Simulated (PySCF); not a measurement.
Geometry (Å), atoms numbered from 1 in this order:
```xyz
16

C    -1.4150    0.7288    0.6453
C    -0.0404    1.0775    1.1924
C     1.0857    0.7739    0.2137
C     2.4518    1.1406    0.7653
C     3.5768    0.8550   -0.1835
O     3.5070    0.3840   -1.2656
Cl    5.1682    1.3228    0.5099
H    -2.2092    0.9612    1.3703
H    -1.4881   -0.3433    0.4026
H    -1.6311    1.2901   -0.2778
H     0.1361    0.5260    2.1329
H    -0.0085    2.1477    1.4636
H     1.0768   -0.2965   -0.0515
H     0.9191    1.3151   -0.7327
H     2.6763    0.6024    1.7025
H     2.5169    2.2096    1.0319
```

Geometry: PBE0-D3(BJ)/def2-SVP; GIAO absolute shieldings from PySCF 2.14, gas phase, non-relativistic, averaged over equivalent atoms.

At KT3/pcSseg-1 (171 basis functions, 23 s wall time on 1 thread of an Arm Neoverse V2, shared host):
```json
{"atoms": "C5", "σ (ppm)": "11.5"}
{"atoms": "C4", "σ (ppm)": "132.4"}
{"atoms": "C3", "σ (ppm)": "151.2"}
{"atoms": "C2", "σ (ppm)": "154.9"}
{"atoms": "C1", "σ (ppm)": "165.1"}
{"atoms": "O6", "σ (ppm)": "-205.0"}
{"atoms": "Cl7", "σ (ppm)": "485.4"}
{"atoms": "H15/H16", "σ (ppm)": "28.63"}
{"atoms": "H13/H14", "σ (ppm)": "29.96"}
{"atoms": "H11/H12", "σ (ppm)": "30.19"}
{"atoms": "H8/H9/H10", "σ (ppm)": "30.27"}
```

Q: Predict the values at PBE0/pcSseg-1 on the same geometry.

A: 
```json
{"atoms": "C5", "σ at PBE0/pcSseg-1": "1.9", "change": "-9.6"}
{"atoms": "C4", "σ at PBE0/pcSseg-1": "133.9", "change": "+1.5"}
{"atoms": "C3", "σ at PBE0/pcSseg-1": "155.2", "change": "+4.0"}
{"atoms": "C2", "σ at PBE0/pcSseg-1": "159.3", "change": "+4.4"}
{"atoms": "C1", "σ at PBE0/pcSseg-1": "168.3", "change": "+3.2"}
{"atoms": "O6", "σ at PBE0/pcSseg-1": "-252.7", "change": "-47.7"}
{"atoms": "Cl7", "σ at PBE0/pcSseg-1": "480.1", "change": "-5.3"}
{"atoms": "H15/H16", "σ at PBE0/pcSseg-1": "28.65", "change": "+0.02"}
{"atoms": "H13/H14", "σ at PBE0/pcSseg-1": "29.94", "change": "-0.02"}
{"atoms": "H11/H12", "σ at PBE0/pcSseg-1": "30.22", "change": "+0.03"}
{"atoms": "H8/H9/H10", "σ at PBE0/pcSseg-1": "30.23", "change": "-0.04"}
```

The largest change is at O6 (carbonyl oxygen). Cost: 171 basis functions, 16 s wall time on 1 thread of an Arm Neoverse V2, shared host. The order of the carbon signals is the same at both levels.

Carbons that carry Cl, above all several Cl atoms, come out too deshielded, partly because spin–orbit coupling is missing.
